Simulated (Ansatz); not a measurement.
Basis-set extrapolation for `N=C1O[SiH2]1` (PBE0-D4/def2-TZVP geometry, frozen core, the Gaussian-basis code of Ansatz). Multiplicity 1, RHF reference.

|  | def2-TZVPP | def2-QZVPP |
| --- | --- | --- |
| HF | -457.895219 | -457.912433 |
| MP2 correlation | -0.707080 | -0.758737 |
| CCSD(T) correlation | -0.758506 | not run |

Energies in hartree. Use E(X) = E(∞) + A·exp(−7.88·√X) for Hartree–Fock and E(X) = E(∞) + B·X^(−2.97) for correlation, with X = 3 and 4, and add CCSD(T) minus MP2 of the smaller set to the MP2 limit.

**Question.** What is the CCSD(T) energy at the basis-set limit?

**Answer.** HF limit: -457.912433 + (-0.017214) × 0.13774 = -457.91480. MP2 limit: -0.758737 + (-0.051657) × 0.74074 = -0.79700. Higher-order term: -0.758506 − (-0.707080) = -0.05143. Total: -458.76323 hartree, 287.5 kJ/mol below CCSD(T)/def2-TZVPP.
